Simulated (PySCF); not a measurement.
C2H9NSi2, SMILES [SiH3]N1C[SiH2]C1.

Geometry: B3LYP-D3(BJ)/def2-SVP. The structure was generated by enumeration, and PubChem lists no compound with its InChIKey, so it may never have been made.

Two levels are set side by side: TDDFT-PBE/def2-SVPD (PySCF) and TDDFT-B3LYP/def2-SVPD (PySCF). Vertical, same geometry. The lowest singlet is HOMO→LUMO 100 % with PBE and HOMO→LUMO 99 % with the other functional; states are paired by order. Differences are taken from unrounded values.

```
quantity                              TDDFT-B3LYP
------------------------------------  -----------
lowest singlet excitation (eV)               4.94
lowest triplet excitation (TDA) (eV)         4.87
```

What does TDDFT-PBE give, and how far is it from TDDFT-B3LYP? (An estimate is asked for; the answer gives what the named calculation found.)


| quantity | TDDFT-PBE | TDDFT-PBE minus TDDFT-B3LYP |
|---|---|---|
| lowest singlet excitation (eV) | 4.28 | -0.66 |
| lowest triplet excitation (TDA) (eV) | 4.21 | -0.65 |

Functionals without exact exchange tend to place singlet excitations lower, as here. Differences between two approximate levels are no errors against the true value.

Rough cost on one machine, each run with all the roots and properties that it gave: TDDFT-B3LYP against TDDFT-PBE about 3 times.
